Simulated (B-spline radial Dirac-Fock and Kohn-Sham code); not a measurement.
# What relativity does to the binding energies of Pm⁴⁺

System: promethium as Pm⁴⁺ in the configuration [Xe] 4f3.

Both columns are ΔSCF binding energies of the configuration average from a B-spline atomic structure program: non-relativistic Hartree-Fock with a point nucleus, and Dirac-Fock with a finite nucleus and the Coulomb interaction alone, averaged over the two j levels with weights 2j+1.

```tsv
shell	Hartree-Fock (eV)	Dirac-Fock (eV)	shift (eV)	shift (%)
1s	43002.8	45427.2	+2424.41	+5.64
2s	6899.7	7516.1	+616.36	+8.93
2p	6530.7	6722.3	+191.67	+2.93
3s	1580.4	1721.2	+140.84	+8.91
3p	1417.7	1465.1	+47.40	+3.34
3d	1117.6	1103.2	-14.38	-1.29
4s	371.7	403.8	+32.05	+8.62
4p	307.3	316.6	+9.25	+3.01
4d	191.9	187.7	-4.22	-2.20
4f	63.39	58.39	-5.00	-7.89
5s	89.95	95.44	+5.48	+6.09
5p	68.60	69.63	+1.03	+1.50
```

Relativity binds 1s, 2s, 2p, 3s, 3p, 4s, 4p, 5s, 5p more strongly, among those listed most of all 2s in relative terms, and 3d, 4d, 4f more weakly, because the contracted s and p shells screen the nucleus better.

Values without a named source are computed, but for edge energies of neutral atoms, which are taken from tables.
